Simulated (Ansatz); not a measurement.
Pd₄O₃⁺. Total charge 1; doublet. Geometry PBE-D4/def2-SVP; atoms count from 1.

```xyz
7

Pd    1.9820    0.0439    1.9188
Pd   -1.0699   -0.7256   -1.4987
Pd    0.0309    1.3673   -0.3065
Pd   -0.1527   -1.1635    0.9775
O     1.1973    1.5724    1.1419
O    -0.9477    1.1150   -1.8843
O    -1.0399   -2.2095   -0.3488
```

In the def2 sets Pd takes a core potential; there is no spin–orbit coupling. The charge 1 doublet is spin-contaminated (final ⟨S²⟩ up to 1.92, 0.75 for a pure state). The structure comes from a short search, and lower isomers may exist.

Estimate the Mulliken populations from the PBE0/def2-TZVP orbitals of Ansatz.


| atom | charge (e) | spin (α − β) | d electrons |
| --- | --- | --- | --- |
| Pd1 | 0.57 | 0.67 | 9.00 |
| Pd2 | 0.76 | -0.27 | 8.68 |
| Pd3 | 0.65 | 0.15 | 8.69 |
| Pd4 | 0.52 | 0.26 | 8.96 |
| O5 | -0.50 | 0.82 | – |
| O6 | -0.44 | -0.72 | – |
| O7 | -0.55 | 0.09 | – |
Mulliken values depend strongly on the basis.

Where does the spin sit?

Summed by element: Pd 0.81, O 0.19, of 1 unpaired in all. Largest on single atoms: O5 0.82, O6 -0.72, Pd1 0.67.

And the Mayer bond orders between heavy atoms (over 0.3)?

Pd1–Pd4 0.44 (2.63 Å); Pd1–O5 0.89 (1.89 Å); Pd2–Pd3 0.55 (2.65 Å); Pd2–Pd4 0.45 (2.68 Å); Pd2–O6 0.75 (1.88 Å); Pd2–O7 0.72 (1.88 Å); Pd3–Pd4 0.38 (2.84 Å); Pd3–O5 0.71 (1.87 Å); Pd3–O6 0.71 (1.87 Å); Pd4–O7 0.81 (1.91 Å).
